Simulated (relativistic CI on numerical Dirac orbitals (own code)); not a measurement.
## Calculated levels, Br⁵⁺

Calculated at this level of theory: Dirac-Coulomb-Breit CI, orbitals from a KLI potential per configuration, model QED, valence Slater integrals scaled by 0.85, P86 correlation energy added to each configuration (own radial code, finite nucleus).

Configuration list (outside the closed core [Ar] 3d10): 4s2, 4s 4p, 4p2, 4s 4d, 4s 4f, 4d2, 4p 4d, 4s 5s, 4s 5p, 4f2, 4p 4f, 4s 5d, 4s 6s, 4p 5s, 4s 6p, 4s 5f. Levels of other configurations are missing.

```csv
No.,Configuration,Term,J,E (eV),%,Next component (%),Lifetime (s),jj configuration (%)
1,4s2,1S,0,0.0000,98,2 4p2 1S,,closed (98)
2,4s 4p,3P°,0,12.4660,100,,,4s 4p1/2 (100)
3,4s 4p,3P°,1,12.7209,99,,8.67e-08,4s 4p1/2 (73)
4,4s 4p,3P°,2,13.3075,100,,6.04e-01,4s 4p3/2 (100)
5,4s 4p,1P°,1,18.4072,98,2 4p 4d 1P°,1.13e-10,4s 4p3/2 (71)
6,4p2,3P,0,29.8986,98,2 1S,1.29e-10,4p1/2^2 (79)
7,4p2,1D,2,30.2275,63,26 3P,3.63e-10,4p1/2 4p3/2 (88)
8,4p2,3P,1,30.2876,100,,1.24e-10,4p1/2 4p3/2 (100)
9,4p2,3P,2,31.0494,74,21 1D,1.50e-10,4p3/2^2 (94)
10,4p2,1S,0,34.9749,94,2 3P,1.20e-10,4p3/2^2 (77)
11,4s 4d,3D,1,37.3047,100,,5.84e-11,4s 4d3/2 (100)
12,4s 4d,3D,2,37.3421,100,,5.96e-11,4s 4d3/2 (61)
13,4s 4d,3D,3,37.4000,100,,6.17e-11,4s 4d5/2 (100)
14,4s 4d,1D,2,40.5268,83,15 4p2 1D,4.31e-11,4s 4d5/2 (51)
15,4s 5s,3S,1,44.3100,100,,5.71e-11,4s 5s (100)
16,4s 5s,1S,0,45.4997,100,,6.91e-11,4s 5s (100)
17,4s 5p,3P°,0,50.0061,99,1 4p 4d 3P°,3.41e-10,4s 5p1/2 (99)
18,4s 5p,3P°,1,50.0685,93,6 1P°,3.17e-10,4s 5p1/2 (86)
19,4s 5p,3P°,2,50.2888,99,1 4p 4d 3P°,3.30e-10,4s 5p3/2 (99)
20,4s 5p,1P°,1,50.6016,91,6 3P°,1.96e-10,4s 5p3/2 (84)
21,4p 4d,3F°,2,50.9463,87,8 4s 4f 3F°,9.81e-10,4p1/2 4d3/2 (84)
22,4p 4d,3F°,3,51.2744,90,9 4s 4f 3F°,1.39e-09,4p1/2 4d5/2 (50)
23,4p 4d,3F°,4,51.7005,89,11 4s 4f 3F°,2.44e-09,4p3/2 4d5/2 (89)
24,4p 4d,1D°,2,52.2271,92,4 3F°,8.69e-11,4p3/2 4d5/2 (36)
25,4s 4f,1F°,3,53.6647,57,39 4p 4d 1F°,6.33e-11,4s 4f5/2 (28)
26,4p 4d,3P°,2,53.7906,64,31 3D°,4.94e-11,4p1/2 4d5/2 (66)
27,4p 4d,3D°,1,53.8296,60,38 3P°,4.19e-11,4p1/2 4d3/2 (74)
28,4p 4d,3P°,0,54.2695,99,1 4s 5p 3P°,5.31e-11,4p3/2 4d3/2 (99)
29,4p 4d,3P°,1,54.3445,61,39 3D°,4.50e-11,4p3/2 4d3/2 (92)
30,4p 4d,3D°,2,54.4066,68,32 3P°,4.09e-11,4p3/2 4d3/2 (57)
31,4p 4d,3D°,3,54.4195,95,3 4s 4f 1F°,3.81e-11,4p3/2 4d5/2 (78)
32,4s 4f,3F°,2,55.9469,92,8 4p 4d 3F°,6.01e-11,4s 4f5/2 (92)
33,4s 4f,3F°,3,55.9709,90,9 4p 4d 3F°,5.96e-11,4s 4f5/2 (49)
34,4s 4f,3F°,4,56.0061,89,11 4p 4d 3F°,5.90e-11,4s 4f7/2 (89)
35,4p 4d,1P°,1,57.8259,96,2 4s 4p 1P°,5.20e-11,4p3/2 4d5/2 (67)
36,4s 5d,3D,1,58.9546,100,,2.55e-10,4s 5d3/2 (100)
37,4s 5d,3D,2,58.9697,100,,2.61e-10,4s 5d3/2 (63)
38,4s 5d,3D,3,58.9941,100,,2.74e-10,4s 5d5/2 (100)
39,4s 5d,1D,2,59.5149,99,,2.06e-10,4s 5d5/2 (63)
40,4p 4d,1F°,3,59.5655,56,39 4s 4f 1F°,3.20e-11,4p3/2 4d3/2 (24)
41,4p 5s,3P°,0,60.3387,99,1 4s 5p 3P°,6.82e-11,4p1/2 5s (99)
42,4p 5s,3P°,1,60.4846,87,11 1P°,6.19e-11,4p1/2 5s (91)
43,4p 5s,3P°,2,61.2144,99,1 4s 6p 3P°,6.52e-11,4p3/2 5s (99)
44,4p 5s,1P°,1,61.6989,77,12 3P°,3.76e-11,4p3/2 5s (83)
45,4s 6s,3S,1,61.7430,100,,8.15e-11,4s 6s (100)
46,4s 6s,1S,0,62.1757,100,,8.63e-11,4s 6s (100)
47,4s 6p,3P°,0,64.4605,100,,3.94e-10,4s 6p1/2 (100)
48,4s 6p,3P°,1,64.5017,99,1 1P°,3.84e-10,4s 6p1/2 (74)
49,4s 6p,3P°,2,64.5970,99,1 4p 5s 3P°,3.80e-10,4s 6p3/2 (99)
50,4s 6p,1P°,1,65.0986,90,9 4p 5s 1P°,2.85e-10,4s 6p3/2 (69)
51,4s 5f,3F°,4,66.9242,100,,2.03e-10,4s 5f7/2 (100)
52,4s 5f,3F°,3,66.9252,100,,2.02e-10,4s 5f5/2 (56)
53,4s 5f,3F°,2,66.9261,100,,2.01e-10,4s 5f5/2 (100)
54,4s 5f,1F°,3,67.5560,96,4 4p 4d 1F°,1.62e-10,4s 5f7/2 (54)
55,4p 4f,3F,4,70.7980,44,25 3G,9.79e-11,4p1/2 4f7/2 (87)
56,4p 4f,3G,3,70.8211,49,31 3F,6.59e-11,4p1/2 4f5/2 (84)
57,4p 4f,1F,3,70.8891,47,39 3F,6.43e-11,4p1/2 4f7/2 (65)
58,4p 4f,3F,2,70.8943,87,6 4d2 3F,7.79e-11,4p1/2 4f5/2 (66)
59,4p 4f,3F,4,71.4834,46,34 1G,1.22e-10,4p3/2 4f7/2 (83)
60,4p 4f,3G,3,71.5710,49,31 1F,6.14e-11,4p3/2 4f5/2 (84)
61,4p 4f,3G,4,71.7313,68,22 1G,8.16e-11,4p3/2 4f5/2 (89)
62,4p 4f,3G,5,71.8441,100,,6.09e-11,4p3/2 4f7/2 (100)
63,4p 4f,3D,3,72.3314,90,5 1F,5.48e-11,4p3/2 4f7/2 (69)
64,4p 4f,3D,2,72.4550,75,15 1D,5.61e-11,4p3/2 4f5/2 (70)
65,4p 4f,3D,1,72.6847,100,,5.28e-11,4p3/2 4f5/2 (100)
66,4p 4f,1D,2,72.8667,66,21 3D,5.95e-11,4p3/2 4f7/2 (83)
67,4d2,3F,2,76.5278,93,7 4p 4f 3F,2.69e-11,4d3/2^2 (67)
68,4d2,3F,3,76.5954,93,7 4p 4f 3F,2.73e-11,4d3/2 4d5/2 (93)
69,4d2,3F,4,76.6750,93,7 4p 4f 3F,2.78e-11,4d5/2^2 (73)
70,4d2,3P,0,77.2336,99,,2.92e-11,4d3/2^2 (63)
```

Energies count from the lowest computed level; ° marks odd parity; lifetimes are radiative, by E1, M1, E2, M2, E3 decay to levels of this space only; some are left blank where a channel outside the calculation adds to the decay or the decay crosses a small, uncertain gap. Filled j subshells are mostly left out of the jj labels.

The mean weight of the leading LS term, summed over parents, in these 70 levels is 87 %, and that of the leading jj configuration (from the same eigenvectors) 81 %.

At this charge configurations can still be misplaced by up to about 7 % of their energy. 10 of the 10 excited levels that our extract of the measured tables holds in this range could be paired (the sources list more); they are missed by 3533 cm⁻¹ on average and 4004 at most, and levels without a partner can miss by more.

LS names give the leading component of a level, which can be under half, so a name can repeat, a term be missing and a line seem to break the LS rules.
